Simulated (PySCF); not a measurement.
Input for PySCF: R-B3LYP/6-31G* on isopropylamine (SMILES CC(C)N), a point of a torsion scan.

```python
from pyscf import gto, scf, dft, mp
from pyscf.data.elements import chemcore

mol = gto.M(
    atom='''
    C    -0.61424293    1.26005359    0.21853599
    C    -0.04939258   -0.05516182   -0.31790990
    C    -0.63629992   -0.37621869   -1.69127419
    N     1.39298891    0.09463116   -0.46675623
    H    -0.11078706    2.08903439   -0.27162272
    H    -0.43514059    1.34544306    1.28908089
    H    -1.68348116    1.32461344    0.04167814
    H    -0.32197229   -0.87260937    0.37761688
    H    -0.21939763   -1.30436272   -2.07668060
    H    -0.39448004    0.42440878   -2.38471336
    H    -1.71621252   -0.48175807   -1.62955360
    H     1.80780935   -0.76783049   -0.80276832
    H     1.82006830    0.31874762    0.42573506
    ''',
    basis='6-31g*',
    cart=True,
    charge=0, spin=0, verbose=3, max_memory=1800)
mf = dft.RKS(mol, xc='b3lyp')
mf.conv_tol = 1e-8
mf.max_cycle = 100
mf.kernel()
if not mf.converged:
    mf = mf.newton().run(mf.mo_coeff, mf.mo_occ)
```

Output:

```
converged SCF energy = -174.485279962013
```

Self-consistency was reached.

Cost: around 2.3 core-seconds (rough).
